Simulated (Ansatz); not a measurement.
CH₄FNTe, SMILES `NC(F)[TeH]` at its PBE0-D4/def2-TZVP geometry, where that method's forces vanish. The species carries charge 0 and has multiplicity 1. Te takes the def2 core potential.

```xyz
8

N    -0.1964    0.7726    1.0734
C     0.3899   -0.0033    0.0676
F     1.2090    0.7640   -0.7229
Te   -1.0856   -0.9549   -1.2598
H    -0.9961    1.3209    0.7943
H    -0.3493    0.2853    1.9409
H     0.9940   -0.7956    0.5077
H     0.0346   -1.3891   -2.4013
```

What forces (eV/Å) does ωB97M-V/def2-TZVPP give on these atoms in the Gaussian-basis code of Ansatz? (Estimate.)

Computed: 
```
N1  -0.138  0.167  0.211
C2  -0.112 -0.506 -0.141
F3   0.153  0.149 -0.140
Te4  0.204  0.065  0.011
H5   0.021 -0.042  0.011
H6   0.010  0.031 -0.024
H7  -0.050  0.096 -0.026
H8  -0.087  0.040  0.100
```
